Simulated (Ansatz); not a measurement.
`NBBr` + H–F → `FBBr` + NH₃ at 400 K and 1 bar (ligand exchange at a B–N bond).

Isolated molecules relaxed with PBE0-D4/def2-TZVP in Ansatz; ΔE leaves out vibrations. CBS: MP2 limit from def2 TZ/QZ plus the TZ coupled-cluster correction, frozen cores. This one scheme is used for every species. For Br outer-core shells are correlated without core-valence functions, which leaves a few kJ/mol of doubt a bond. Scalar relativity is left out up to krypton. Each species was taken in one conformer, which may not be the lowest.

```
species  CCSD(T)/CBS energy (Eh)  H − E (kJ/mol)  S (J/(mol·K))
 `NBBr`              -2654.70322           126.8          298.9
    H–F               -100.39570            36.5          182.2
 `FBBr`              -2698.59010            58.3          288.8
    NH₃                -56.50880           104.2          203.1
```

H − E and S are ideal-gas, rigid-rotor, harmonic terms from PBE0-D4/def2-TZVP, for one conformer and one mirror image of each species. 1 Eh = 2625.50 kJ/mol, R = 8.31446 J/(mol·K).

Question: By hand: ΔE, ΔH, ΔS and ΔG.

Answer: ΔE = (-2698.59010) + (-56.50880) − (-2654.70322) − (-100.39570) = 0.00002 Eh = 0.1 kJ/mol. Δ(H − E) = 58.3 + 104.2 − 126.8 − 36.5 = -0.8, so ΔH = -0.7 kJ/mol. ΔS = 288.8 + 203.1 − 298.9 − 182.2 = 10.8 J/(mol·K). ΔG = -0.7 − 400 × (10.8)/1000 = -5.0 kJ/mol.

Question: By hand: the equilibrium constant, and the temperature at which ΔG would vanish if ΔH and ΔS stayed fixed.

Answer: log₁₀ K = −ΔG/(RT ln 10) = 0.7. ΔH and −TΔS have one sign here, so there is no such temperature. One of them is within its doubt of zero, so this could turn.

TΔS isn't small against ΔH here. The sign of ΔG lies within the doubt. A doubt of 5 kJ/mol in ΔE shifts log₁₀ K by 0.7 here. Other conformers and mirror images would add mixing entropy, several J/(mol·K) or more a flexible species. These are equilibria of isolated gas molecules and say nothing of rates. Largest T1 diagnostic: 0.011 (customary marks: 0.02 for closed shells, 0.045 for open ones).
